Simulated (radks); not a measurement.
Question: Excited configurations of He I: one electron is placed in a higher orbital outside 1s1. The ground configuration is [He]. All-electron calculation, Dirac Kohn-Sham, LDA (Slater exchange, Perdew-Wang correlation), spin-unpolarised, spherical densities, finite nucleus; open shells fill j = l - 1/2 first; Gaussian nuclear charge, rms radius 1.6755 fm. Program: a radial shooting solver on a logarithmic mesh with Libxc functionals. Excitation = E - E(ground); binding = E(ion) - E, where the ion is the core of charge +1; n* = 1/sqrt(2 binding) in atomic units, and the quantum defect is n - n*.

outer orbital  excitation (eV)  binding (eV)     n*  quantum defect  eigenvalue (eV)  <r> (bohr)
2s1/2                   21.924         4.565  1.726           0.274           -2.531       4.524
4p1/2                   25.464         1.024  3.645           0.355           -0.631       20.48
4f5/2                   25.581         0.907  3.872           0.128           -0.442       17.71
5f5/2                   25.866         0.622  4.677           0.323           -0.368       30.15
6d3/2                   26.036         0.452  5.484           0.516           -0.300       47.63
6f5/2                   26.040         0.448  5.509           0.491           -0.287       45.24
7p1/2                   26.133         0.355  6.187           0.813           -0.245       64.34
7f5/2                   26.151         0.338  6.346           0.654           -0.225       62.99

Estimate the row for 3d3/2.

Answer: excitation (eV) 24.959; binding (eV) 1.530; n* 2.982; quantum defect 0.018; eigenvalue (eV) -0.726; <r> (bohr) 10.65. The Delta-SCF ionisation energy is 26.488 eV (NIST Atomic Spectra Database: 24.587 eV, measured). Self-interaction in the functional shifts the binding energies and quantum defects, so they are the method's values and not measured ones. Spin polarisation and multiplet splitting are left out, so open shells lie too high by an amount that depends on their filling.

Beside tabulated values, note that spin-unpolarised runs miss the spin-polarisation part of the exchange energy of open shells.
